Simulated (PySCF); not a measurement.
# How methods differ on the excitation energy of Se+

Se+ [Ar] 3d10 4s2 4p3 (4S) → Se+ [Ar] 3d10 4s1 4p4 (4P), as a difference of total energies. All numbers are calculated (PySCF 2.14, a scalar-relativistic core potential, in aug-cc-pVDZ-PP with ECP10MDF (5s4p3d, 32 functions)). Correlated levels: valence: 3s2 3p6 3d10 frozen. The calculations carry no spin-orbit coupling.

Order these methods by the excitation energy they give, lowest first.
A. LDA
B. PBE
C. M06-2X
D. r2SCAN

C (10.954 eV), D (11.053 eV), B (11.312 eV), A (11.506 eV).

Errors of the correlated levels include the incompleteness of this basis and the frozen core.

For comparison: 10.523 eV (measured; NIST levels, between the centres of gravity of the two terms).
